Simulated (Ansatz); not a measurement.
Basis-set series for `[CH3][InH-]([CH3])[SeH2+]`. Total charge 0; spin multiplicity 1. In: def2 effective core potential. All single points use the PBE0-D4/def2-TZVP geometry. It is one conformer, not always the lowest.

```tsv
atom	x (Å)	y (Å)	z (Å)
C1	0.785	1.827	-0.886
In2	0.098	-0.229	-0.870
C3	0.898	-1.606	0.603
Se4	-2.436	0.369	0.639
H5	0.994	2.181	0.126
H6	0.050	2.487	-1.348
H7	1.710	1.902	-1.463
H8	-0.774	-0.860	-2.238
H9	1.855	-2.006	0.257
H10	1.072	-1.104	1.557
H11	0.225	-2.450	0.765
H12	-2.713	-1.044	0.925
H13	-1.763	0.534	1.934
```

```
functional       basis  functions  energy (Eh)  HOMO (eV)  LUMO (eV)
   PBE0-D4    def2-SVP        131  -2672.54707      -6.77      -0.45
   PBE0-D4  def2-QZVPP        555  -2673.00001      -6.84      -0.71
   ωB97M-V    def2-SVP        131  -2672.66754      -8.95       1.52
   ωB97M-V  def2-QZVPP        555  -2673.12620      -9.04       0.68
```

(1) Give the rows for def2-TZVPP. (An estimate is asked.)

## Answers

(1) Ansatz gave: 
| functional | basis | functions | energy (Eh) | HOMO (eV) | LUMO (eV) |
| --- | --- | --- | --- | --- | --- |
| PBE0-D4 | def2-TZVPP | 286 | -2672.94252 | -6.83 | -0.66 |
| ωB97M-V | def2-TZVPP | 286 | -2673.07012 | -9.02 | 0.98 |

Positive LUMOs are unbound and depend on the basis. Scalar relativity is left out up to krypton.
